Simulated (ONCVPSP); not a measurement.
## Scattering properties, ONCV potential for Mg (Z = 12)

Mg, optimised norm-conserving Vanderbilt (ONCV), made with ONCVPSP 4.0.1 (PBE, scalar-relativistic). Core [He], reference 2s2 2p6 3s1 3p1. Waves: 2s+3s: rc 1.00 bohr, ncon 3, nbas 8, qcut 15.1 1/bohr, 2 projectors; 2p+3p: rc 1.50 bohr, ncon 3, nbas 7, qcut 7.9 1/bohr, 3 projectors, debl 3.3 Ha. Local part: polynomial inside 0.85 bohr (lpopt 2, dvloc0 6 Ha). Core correction: polynomial model core, fcfact 0.2.

The phase is arctan(r·R′/R) of the radial function R(r), unwrapped; energies in Ha, scanned from -5 to 5 Ha. A pole is an energy at which the radial function vanishes at the test radius. The pseudo phase is shifted by a multiple of π to meet the all-electron one at the reference energy, and phase errors are pseudo minus all-electron; the curves can meet again beyond the range given. Levels narrower than the energy grid can be missing from the lists of poles.

For each channel, where are the poles, and over which energies does the pseudopotential scatter like the atom?

```csv
channel,radius (bohr),reference energy (Ha),"poles, all-electron","poles, pseudo",unbroken range about the reference energy with phases within 0.05 rad,phase error 1 Ha above the reference energy (rad)
s,1.02,-0.21,-1.42,-1.42,the whole range,+0.000
p,1.52,-0.08,-1.58,-1.58,the whole range,-0.000
```

Phases in the s channel:

```tsv
E (Ha)	all-electron	pseudo
-4.96	0.352	0.352
-4.72	0.152	0.152
-4.48	-0.085	-0.085
-4.24	-0.341	-0.341
-4.00	-0.586	-0.586
-3.76	-0.797	-0.797
-3.52	-0.968	-0.968
-3.28	-1.102	-1.102
-3.04	-1.208	-1.208
-2.80	-1.293	-1.293
-2.56	-1.362	-1.362
-2.32	-1.419	-1.419
-2.08	-1.467	-1.467
-1.84	-1.509	-1.509
-1.60	-1.546	-1.546
-1.36	-1.579	-1.579
-1.12	-1.609	-1.609
-0.88	-1.636	-1.636
-0.64	-1.662	-1.662
-0.40	-1.687	-1.687
-0.16	-1.711	-1.711
0.08	-1.735	-1.735
0.32	-1.758	-1.758
0.56	-1.782	-1.782
0.80	-1.806	-1.806
1.04	-1.831	-1.831
1.28	-1.857	-1.857
1.52	-1.884	-1.884
1.76	-1.913	-1.913
2.00	-1.945	-1.945
2.24	-1.979	-1.979
2.48	-2.017	-2.017
2.72	-2.059	-2.059
2.96	-2.106	-2.106
3.20	-2.160	-2.160
3.44	-2.222	-2.222
3.68	-2.293	-2.294
3.92	-2.376	-2.377
4.16	-2.473	-2.474
4.40	-2.585	-2.587
4.64	-2.715	-2.718
4.88	-2.861	-2.865
```
